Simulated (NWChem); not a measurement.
System: CH6ClNSi; SMILES C[Si@H](N)Cl

Input file for NWChem:

```
start job
memory heap 200 mb stack 900 mb global 1100 mb
geometry units angstroms noautosym nocenter noautoz
  C     -1.368707    -1.418268     0.239744
  Si     0.052425    -0.375840    -0.391623
  N      1.550497    -1.065590     0.106389
  Cl    -0.268504     1.592306     0.305966
  H     -1.306157    -2.432155    -0.171332
  H     -1.351727    -1.490757     1.333331
  H     -2.331451    -0.984156    -0.048929
  H      0.099814    -0.252208    -1.866105
  H      2.414021    -0.705284    -0.284283
  H      1.683515    -1.324278     1.078005
end
basis spherical
  C library pcsseg-1
  Si library pcsseg-1
  N library pcsseg-1
  Cl library pcsseg-1
  H library pcsseg-1
end
dft
  xc bhlyp
  iterations 150
end
property
  shielding
end
task dft property
```

Coordinates come from a B3LYP/6-31G* (spherical d) optimisation.

GIAO values for the isolated, static molecule; σ is the absolute isotropic shielding, δ = σ(reference) − σ with the isolated reference molecule computed at the same levels (1H: tetramethylsilane, 15N: ammonia, 29Si: tetramethylsilane).

Atoms are numbered as in the input.

Predict the main results of this run. (BHandHLYP/pcSseg-1, GIAO.) Quantities: δ Si2 (ppm); δ N3 (ppm); σ Cl4 (ppm); δ H5 (rotor mean) (ppm); δ H8 (ppm); δ H9 (ppm); δ H10 (ppm).


```
Property                 Result
-----------------------  ------
δ Si2 (ppm)                -0.5
δ N3 (ppm)                 35.0
σ Cl4 (ppm)               886.3
δ H5 (rotor mean) (ppm)    0.40
δ H8 (ppm)                 4.94
δ H9 (ppm)                 1.20
δ H10 (ppm)                1.00
```
